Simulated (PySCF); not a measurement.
**Two-dimensional NMR puzzle**

Compound of formula C4H6F6P2. Correlations simulated from computed shifts and the bond graph:

HSQC (one-bond C–H):
```csv
δH,δC
1.40,13.5
```

HMBC (two and three bonds, from the bond graph):
```csv
δH,δC
1.40,13.5
```

Carbons without hydrogens: δ 139.1.

One computed conformer, in vacuum, non-relativistic Hamiltonian, one averaged value for each set of equivalent atoms. GFN2-xTB structure; shieldings: GIAO PBE0/pcSseg-1; PySCF 2.14.0 with density-fitted response routines.

Scale: ¹H, ¹³C vs TMS (reference shieldings calculated alike).

Exchangeable hydrogens are left out of these lists.

Task: Assemble the structure.

Result: `InChI=1S/C4H6F6P2/c1-11(2)12(3(5,6)7)4(8,9)10/h1-2H3`.

Numbering as in the mapped SMILES `[CH3:1][P:2]([CH3:3])[P:4]([C:5]([F:6])([F:7])[F:8])[C:9]([F:10])([F:11])[F:12]`; H(Xn) means a hydrogen on atom n.

δC 139.1 is C5/C9, a CF3 carbon. δC 13.5 is C1/C3, a methyl carbon bonded to P (δH 1.40).

The data come from this structure; uniqueness wasn't tested.

Shifts are as computed. Against solution values, carbons near 30 ppm lie about +3 ppm off and those near 130 ppm about +5 ppm. Of 1211 compounds with measured shifts, 218 miss one by over three times the rms of a fit or turn the order of signals round; such compounds aren't used in these exercises.
